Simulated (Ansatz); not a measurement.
`[SeH][SiH]1BO1` + `[NH]1[AlH][SiH2]1` → `[SeH][SiH]1[NH][AlH]1` + `B1O[SiH2]1` at 400 K and 1 bar (formal exchange of groups at the Se–Si bond).

Program: Ansatz. Geometries: PBE0-D4/def2-TZVP. ΔE: electronic, gas phase. CBS: MP2 limit from def2 TZ/QZ plus the TZ coupled-cluster correction, frozen cores. For Se outer-core shells are correlated without core-valence functions, which leaves a few kJ/mol of doubt a bond. Scalar relativity is left out up to krypton. Each species was taken in one conformer, which may not be the lowest.

| species | CCSD(T)/CBS energy (Eh) | H − E (kJ/mol) | S (J/(mol·K)) |
| --- | --- | --- | --- |
| `[SeH][SiH]1BO1` | -2791.59801 | 115.3 | 350.1 |
| `[NH]1[AlH][SiH2]1` | -588.19433 | 125.8 | 309.8 |
| `[SeH][SiH]1[NH][AlH]1` | -2988.93987 | 136.3 | 379.3 |
| `B1O[SiH2]1` | -390.85529 | 105.2 | 284.1 |

H − E and S are ideal-gas, rigid-rotor, harmonic terms from PBE0-D4/def2-TZVP, for one conformer and one mirror image of each species. 1 Eh = 2625.50 kJ/mol, R = 8.31446 J/(mol·K).

Q: By hand: ΔE, ΔH, ΔS and ΔG.

A: ΔE = (-2988.93987) + (-390.85529) − (-2791.59801) − (-588.19433) = -0.00282 Eh = -7.4 kJ/mol. Δ(H − E) = 136.3 + 105.2 − 115.3 − 125.8 = 0.4, so ΔH = -7.0 kJ/mol. ΔS = 379.3 + 284.1 − 350.1 − 309.8 = 3.5 J/(mol·K). ΔG = -7.0 − 400 × (3.5)/1000 = -8.4 kJ/mol.

Q: By hand: the equilibrium constant, and the temperature at which ΔG would vanish if ΔH and ΔS stayed fixed.

A: log₁₀ K = −ΔG/(RT ln 10) = 1.1. ΔH and −TΔS have one sign here, so there is no such temperature.

The number of gas molecules stays the same, so ΔS is small and ΔH decides. A doubt of 5 kJ/mol in ΔE shifts log₁₀ K by 0.7 here. Other conformers and mirror images would add mixing entropy, several J/(mol·K) or more a flexible species. These are equilibria of isolated gas molecules and say nothing of rates. Largest T1 diagnostic: 0.017 (customary marks: 0.02 for closed shells, 0.045 for open ones).

ΔS is within the doubt of such terms, so its sign, and with it that verdict, could turn.
